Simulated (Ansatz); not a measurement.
Reaction (ligand exchange at a B–S bond): `OB(O)S` + `CC[SeH]` → `CC[Se]B(O)O` + H₂S

Computed with Ansatz on PBE0-D4/def2-TZVP structures; ΔE is electronic, products minus reactants. CBS: MP2 limit from def2 TZ/QZ plus the TZ coupled-cluster correction, frozen cores. This one scheme is used for every species. DFT in def2-TZVPP. B3LYP here is the variant with VWN-RPA as its local correlation; programs differ in this. For Se outer-core shells are correlated without core-valence functions, which leaves a few kJ/mol of doubt a bond. Scalar relativity is left out up to krypton. Each species was taken in one conformer, which may not be the lowest.

`OB(O)S`:

Cartesian coordinates in Å:
```
O -0.534 0.850 0.664
B -0.032 -0.281 0.089
O -0.297 -1.485 0.655
S 0.997 -0.336 -1.422
H -0.313 1.668 0.219
H -0.840 -1.400 1.444
H 1.020 0.986 -1.649
```

`CC[SeH]`:

Cartesian coordinates in Å:
```
C 0.960 -0.211 -0.018
C -0.327 0.525 -0.316
Se -1.935 -0.576 -0.122
H 1.821 0.444 -0.183
H 1.068 -1.090 -0.655
H 0.991 -0.547 1.021
H -0.366 0.855 -1.356
H -0.450 1.407 0.312
H -1.760 -0.808 1.318
```

`CC[Se]B(O)O`:

Z-matrix (Å, degrees):
```
C
C 1 1.511
H 1 1.095 2 110.1
H 1 1.091 2 110.8 3 119.5
H 1 1.092 2 111.4 3 -119.9
Se 2 1.963 1 113.3 3 177.8
H 2 1.091 1 111.8 3 60.2
H 2 1.089 1 111.9 3 -61.6
B 6 1.959 2 99.0 1 78.5
O 9 1.359 6 119.6 2 2.4
O 9 1.365 6 121.5 2 -178.0
H 10 0.962 9 111.6 6 179.3
H 11 0.959 9 114.7 6 0.8
```

H₂S:

Z-matrix (Å, degrees):
```
S
H 1 1.341
H 1 1.341 2 92.3
```

```tsv
level	ΔE (kJ/mol)
B3LYP-D4	-1.6
B2PLYP	0.1
PBE	2.4
MP2/def2-TZVPP	-7.5
CCSD(T)/def2-TZVPP	-5.1
SCS-MP2/def2-QZVPP	-4.4
MP2/CBS(def2)	-7.8
CCSD/CBS(def2)	-3.9
```

Task: What does CCSD(T)/CBS give? (Estimate.)

Result: The calculation gave: -5.4 kJ/mol. The listed levels differ from it by 3.8, 5.5, 7.8, -2.1, 0.3, 1.0, -2.4, 1.5 kJ/mol.

Largest T1 diagnostic among the species: 0.012.

The D4 term adds −5.9 kJ/mol with B3LYP and −3.6 kJ/mol with PBE0; it sums over pairs of atoms, weighted by their polarisabilities, and B3LYP, whose exchange is more repulsive, gets the larger term. In def2-TZVPP, CCSD(T) changes the Hartree–Fock value by −11.0 kJ/mol (the triples alone add −1.5 kJ/mol) and MP2 by −13.4 kJ/mol.
